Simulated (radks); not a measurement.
Initial-state core-level shifts of neutral gadolinium when its valence configuration changes from [Xe] 4f7 5d1 6s2. All-electron calculation, scalar-relativistic Kohn-Sham, PBEsol, spin-polarised, spherical densities, finite nucleus; open shells are filled with parallel spins first (spin-orbit coupling, left out, can overturn this in heavy ions); Fermi nuclear charge, rms radius 5.1569 fm. Program: a radial shooting solver on a logarithmic mesh with Libxc functionals. Shifts are changes of the shell-averaged eigenvalues in eV (positive: less bound); the change of the density at the nucleus, which sets a Mossbauer isomer shift, is in e/bohr^3, on a base of 6.573e+05.

valence,1s,2s,5s,5p,density at nucleus
4f7 5d1 6s1 6p1,-1.051,-1.052,-1.026,-0.999,-23.19
4f7 6s2 6p1,-3.247,-3.326,-3.340,-3.164,+13.53
4f7 5d2 6s1,+1.733,+1.789,+1.880,+1.783,-28.19
4f8 6s2,+5.957,+6.452,+3.414,+2.729,-31.69
4f7 5d3,+2.813,+2.927,+3.082,+2.904,-56.08
4f5 5d2 6s1 6p2,-20.198,-21.782,-11.608,-9.716,+66.13
4f6.5 5d1.5 6s2,-3.632,-3.958,-1.812,-1.402,+19.61
4f7 5d0.5 6s2 6p0.5,-1.596,-1.633,-1.649,-1.569,+6.45
